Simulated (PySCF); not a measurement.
GaH2, SMILES [GaH2], multiplicity 2.

The structure is a stationary point at B3LYP-D3(BJ)/def2-TZVPD. The spin state was assumed, not searched. The isomer is the one that the SMILES or the coordinates give; other isomers of the formula were not compared.

Level of theory: TDA-LC-ωPBE/def2-TZVPD run with PySCF.

Vertical excitations. Isolated molecule, no solvent.

Computed lowest excited states:
```tsv
state	energy (eV)	λ (nm)	f	main pairs
root 1	1.91	648	0.012	α HOMO→LUMO 98 %
root 2	4.66	266	0.008	β HOMO→LUMO 92 %
root 3	4.89	253	0.000	α HOMO−1→LUMO 40 %, β HOMO→LUMO+1 56 %
root 4	5.17	240	0.096	α HOMO→LUMO+1 75 %, α HOMO→LUMO+2 17 %
root 5	5.50	226	0.000	α HOMO−1→LUMO 56 %, β HOMO→LUMO+1 42 %
root 6	5.78	214	0.158	α HOMO→LUMO+3 88 %
root 7	5.92	209	0.039	α HOMO→LUMO+2 70 %, α HOMO→LUMO+1 21 %
root 8	6.87	181	0.096	α HOMO→LUMO+4 88 %
root 9	6.91	179	0.104	α HOMO→LUMO+5 88 %
root 10	6.99	177	0.000	α HOMO→LUMO+6 95 %
```
Unrestricted roots are not spin-pure.
